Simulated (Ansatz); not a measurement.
Reactions of `CO[SiH](F)O[SiH2]Cl`.

Computed with Ansatz on PBE0-D4/def2-TZVP structures; ΔE is electronic, products minus reactants. CCSD(T)/CBS is the MP2 limit (def2-TZVPP, def2-QZVPP) plus CCSD(T) − MP2 in def2-TZVPP, frozen cores. This one scheme is used for every species. DFT in def2-TZVPP. B3LYP here is the variant with VWN-RPA as its local correlation; programs differ in this. For Ge, Mg, Se outer-core shells are correlated without core-valence functions, which leaves a few kJ/mol of doubt a bond. Scalar relativity is left out up to krypton. One conformer a species, not always the lowest.

```json
{"reaction": "`CO[SiH](F)O[SiH2]Cl` + BH₃ → `B[SiH2]Cl` + `CO[SiH](O)F`", "MP2/CBS(def2) (kJ/mol)": "145", "ωB97M-V (kJ/mol)": "136", "B3LYP-D4 (kJ/mol)": "138", "CCSD(T)/CBS(def2) (kJ/mol)": "136"}
{"reaction": "`CO[SiH](F)O[SiH2]Cl` + `[OH][GeH3]` → `Cl[SiH2][O][GeH3]` + `CO[SiH](O)F`", "MP2/CBS(def2) (kJ/mol)": "-6", "ωB97M-V (kJ/mol)": "-5", "B3LYP-D4 (kJ/mol)": "-2", "CCSD(T)/CBS(def2) (kJ/mol)": "-5"}
{"reaction": "`CO[SiH](F)O[SiH2]Cl` + `CC=N` → `C/C=N\\[SiH2]Cl` + `CO[SiH](O)F`", "MP2/CBS(def2) (kJ/mol)": "68", "ωB97M-V (kJ/mol)": "69", "B3LYP-D4 (kJ/mol)": "68", "CCSD(T)/CBS(def2) (kJ/mol)": "72"}
{"reaction": "`CO[SiH](F)O[SiH2]Cl` + `CN[SiH2]O` → `CN([SiH2]O)[SiH2]Cl` + `CO[SiH](O)F`", "MP2/CBS(def2) (kJ/mol)": "49", "ωB97M-V (kJ/mol)": "50", "B3LYP-D4 (kJ/mol)": "54", "CCSD(T)/CBS(def2) (kJ/mol)": "51"}
{"reaction": "`CO[SiH](F)O[SiH2]Cl` + `C[NH][GeH2][Cl]` → `C[N]([SiH2]Cl)[GeH2][Cl]` + `CO[SiH](O)F`", "MP2/CBS(def2) (kJ/mol)": "45", "ωB97M-V (kJ/mol)": "48", "B3LYP-D4 (kJ/mol)": "53", "CCSD(T)/CBS(def2) (kJ/mol)": "48"}
{"reaction": "`CO[SiH](F)O[SiH2]Cl` + `NC[SeH]` → `C[Se]CN` + `O[SiH](F)O[SiH2]Cl`", "MP2/CBS(def2) (kJ/mol)": "-83", "ωB97M-V (kJ/mol)": "-71", "B3LYP-D4 (kJ/mol)": "-68", "CCSD(T)/CBS(def2) (kJ/mol)": "-74"}
{"reaction": "`CO[SiH](F)O[SiH2]Cl` + `O[SiH](F)S` → `O[SiH](F)S[SiH2]Cl` + `CO[SiH](O)F`", "MP2/CBS(def2) (kJ/mol)": "47", "ωB97M-V (kJ/mol)": "50", "B3LYP-D4 (kJ/mol)": "54", "CCSD(T)/CBS(def2) (kJ/mol)": "52"}
{"reaction": "`CO[SiH](F)O[SiH2]Cl` + `[CH3][MgH]` → `[CH3][Mg][CH3]` + `O[SiH](F)O[SiH2]Cl`", "MP2/CBS(def2) (kJ/mol)": "-105", "ωB97M-V (kJ/mol)": "-85", "B3LYP-D4 (kJ/mol)": "-79", "CCSD(T)/CBS(def2) (kJ/mol)": "-95"}
```

Largest T1 diagnostic: 0.012, for `C/C=N\[SiH2]Cl`.
